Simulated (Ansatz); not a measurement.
Reaction (formal hydrolysis of the Sn–B bond): `[BH2][SnH2][BH]F` + H₂O → `[BH2][SnH2][OH]` + `BF`

Isolated molecules relaxed with PBE0-D4/def2-TZVP in Ansatz; ΔE leaves out vibrations. CCSD(T)/CBS adds triple-zeta CCSD(T) − MP2 to the extrapolated MP2 energy (def2 sets, frozen cores). This one scheme is used for every species. Functionals use def2-TZVPP. Elements past krypton have def2 core potentials. For Sn outer-core shells are correlated without core-valence functions, which leaves a few kJ/mol of doubt a bond. One conformer a species, not always the lowest.

CCSD(T)/CBS gives -0.27 eV.

(1) Another level gave -0.28 eV. Which?
A. CCSD/def2-TZVPP
B. PBE-D4/def2-TZVPP
C. BLYP/def2-TZVPP
D. LDA (SPW92)/def2-TZVPP

Largest T1 diagnostic among the species: 0.015.

Results:

(1) A. CCSD/def2-TZVPP -0.28, PBE-D4 -0.16, BLYP -0.34, LDA (SPW92) -0.04 eV.

In def2-TZVPP, CCSD(T) changes the Hartree–Fock value by +0.22 eV (the triples alone add +0.01 eV) and MP2 by +0.19 eV. At CCSD(T), def2-SVP lies −0.04 eV from the extrapolated value and def2-TZVPP +0.01 eV. From BLYP to BHLYP (50 % exact exchange), in def2-TZVPP and without D4, ΔE moves by −0.04 eV.
